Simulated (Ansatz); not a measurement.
Consider the cleavage of the Si–B bond: `[SiH3][BH][AlH][SiH3]` + `[SiH3]C#CS` → `[SiH3]C#CS[SiH3]` + `[BH2][AlH][SiH3]`.

Calculated with Ansatz (gas phase, PBE0-D4/def2-TZVP geometries, no zero-point term in ΔE). CCSD(T)/CBS adds triple-zeta CCSD(T) − MP2 to the extrapolated MP2 energy (def2 sets, frozen cores). Functionals use def2-TZVPP. One conformer a species, not always the lowest.

```
             level  ΔE (kJ/mol)
            PBE-D4        -53.4
         r2SCAN-D4        -59.7
            B2PLYP        -65.8
               PBE        -51.6
              PBE0        -56.7
     HF/def2-TZVPP        -71.9
    MP2/def2-TZVPP        -74.9
SCS-MP2/def2-QZVPP        -74.5
```

What does CCSD(T)/CBS give? (Best estimate.)

The calculation gave: -64.8 kJ/mol. The listed levels differ from it by 11.4, 5.1, -1.0, 13.2, 8.1, -7.1, -10.1, -9.7 kJ/mol.

Largest T1 diagnostic among the species: 0.014.

From PBE to PBE0 (25 % exact exchange), in def2-TZVPP and without D4, ΔE moves by −5.1 kJ/mol.
